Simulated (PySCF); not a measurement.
**Electron correlation in Si (silicon, neutral)**

[Ne] 3s1 3p2 4s1, high-spin 5P determinant (an excited configuration). All numbers are calculated (PySCF 2.14, scalar relativity by spin-free X2C-1e, in dyall-av3z). Frozen: [Ne]; 4 electrons correlated; the 23 highest virtual orbitals of each spin left out.

| level | correlation energy (mhartree) |
| --- | --- |
| CCSD | -23.25 |
| (T) | -0.41 |
| CCSD(T) | -23.66 |

Diagnostics: T1 = 0.014, D1 = 0.0373, largest double amplitude 0.041.

The outer electron is Rydberg-like, and this basis confines it to a smaller radius and binds it less than a complete one would.

Cost of the coupled-cluster step: of the order of 2.5 core-seconds, for 4 correlated electrons.

Iterations:

```
CC2 = 0
CCSD nocc = (np.int64(4), np.int64(0)), nmo = (56, 56)
frozen orbitals [[0, 1, 2, 3, 4, 61, 62, 63, 64, 65, 66, 67, 68, 69, 70, 71, 72, 73, 74, 75, 76, 77, 78, 79, 80, 81, 82, 83], [0, 1, 2, 3, 4, 61, 62, 63, 64, 65, 66, 67, 68, 69, 70, 71, 72, 73, 74, 75, 76, 77, 78, 79, 80, 81, 82, 83]]
max_cycle = 100
direct = 0
conv_tol = 1e-08
conv_tol_normt = 1e-06
diis_space = 8
diis_start_cycle = 0
Init t2, MP2 energy = -0.0155823353852476
Init E_corr(UCCSD) = -0.0155823353877029
cycle = 1  E_corr(UCCSD) = -0.0203765485969663  dE = -0.00479421321  norm(t1,t2) = 0.0389284
cycle = 2  E_corr(UCCSD) = -0.0220506372821029  dE = -0.00167408869  norm(t1,t2) = 0.0174776
cycle = 3  E_corr(UCCSD) = -0.0232131881751908  dE = -0.00116255089  norm(t1,t2) = 0.00912595
cycle = 4  E_corr(UCCSD) = -0.0231562005044538  dE = 5.69876707e-05  norm(t1,t2) = 0.00398675
cycle = 5  E_corr(UCCSD) = -0.0232538990055379  dE = -9.76985011e-05  norm(t1,t2) = 0.00265149
cycle = 6  E_corr(UCCSD) = -0.0232441937014732  dE = 9.70530406e-06  norm(t1,t2) = 0.000706535
cycle = 7  E_corr(UCCSD) = -0.0232442513814341  dE = -5.76799609e-08  norm(t1,t2) = 0.00150949
cycle = 8  E_corr(UCCSD) = -0.023260146094157  dE = -1.58947127e-05  norm(t1,t2) = 0.000300302
cycle = 9  E_corr(UCCSD) = -0.0232481886477799  dE = 1.19574464e-05  norm(t1,t2) = 0.000117707
cycle = 10  E_corr(UCCSD) = -0.0232524312863335  dE = -4.24263855e-06  norm(t1,t2) = 3.93875e-05
cycle = 11  E_corr(UCCSD) = -0.0232523458509752  dE = 8.54353584e-08  norm(t1,t2) = 7.34021e-06
cycle = 12  E_corr(UCCSD) = -0.0232522321745292  dE = 1.13676446e-07  norm(t1,t2) = 2.95763e-06
cycle = 13  E_corr(UCCSD) = -0.0232522386445359  dE = -6.4700067e-09  norm(t1,t2) = 5.71471e-07
UCCSD converged
E(UCCSD) = -289.173936672571  E_corr = -0.02325223864453593
UCCSD(T) correction = -0.000406159405264981
```
